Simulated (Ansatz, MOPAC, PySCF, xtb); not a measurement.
Complex: CH6AlN (SMILES C[NH][AlH2]) (first 9 atoms) with NH3 (SMILES N); geometry from B3LYP-D3(BJ)/def2-TZVP.
(charge 0, multiplicity 1):
```xyz
13

C     -0.501    -0.407     1.562
N     -0.353     0.288     0.291
Al     0.817    -0.009    -1.006
H     -0.356     0.258     2.420
H      0.246    -1.200     1.636
H     -1.485    -0.876     1.665
H     -1.035     1.026     0.187
H      0.736     0.912    -2.284
H      1.861    -1.172    -0.790
N     -0.075     0.160     5.438
H      0.440    -0.558     4.941
H     -1.040     0.103     5.136
H      0.286     1.056     5.131
```

Counterpoise-corrected where a basis set is named; no monomer relaxation.

The state that PM6 reach isn't checked.

The values were computed with Ansatz (a first-principles code); MOPAC for PM6 (differences of heats of formation); PySCF for the dispersion terms; xtb for the GFN methods. Each number belongs to the level named beside it.

**Question.** One of these levels gives -0.62 kcal/mol for the interaction energy. Name it.
A) GFN1-xTB
B) PBE-D3(BJ)/def2-TZVPPD
C) PM6

**Answer.** B, PBE-D3(BJ)/def2-TZVPPD. The others give 0.16 (PM6), -0.99 (GFN1-xTB)
